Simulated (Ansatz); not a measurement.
Results of the Gaussian-basis code of Ansatz.

A structure relaxed at PBE0-D4/def2-TZVP, charge 0, multiplicity 1:

| atom | x (Å) | y (Å) | z (Å) |
| --- | --- | --- | --- |
| C1 | -1.6925 | -0.0967 | 2.5960 |
| C2 | -1.0299 | -0.0576 | 1.5845 |
| Al3 | 0.0040 | -0.0012 | -0.0005 |
| C4 | 1.5151 | 1.1346 | -0.1050 |
| C5 | 2.4749 | 1.8681 | -0.1712 |
| C6 | -0.4751 | -1.0803 | -1.4804 |
| C7 | -0.7843 | -1.7710 | -2.4244 |
| H8 | -2.2763 | -0.1309 | 3.4881 |
| H9 | 3.3209 | 2.5152 | -0.2305 |
| H10 | -1.0569 | -2.3803 | -3.2564 |

(1) Give its formula and SMILES.

(2) Point group (tolerance 0.08 Å, 0.16 Å for H)?

(3) Summarise the bond lengths by kind.

Results:

(1) C6H3Al, `C#[C][Al]([C]#C)[C]#C`.

(2) D3h.

(3) 3 × C–C 1.210 Å; 3 × C–H 1.067 Å; 3 × Al–C 1.893 Å.
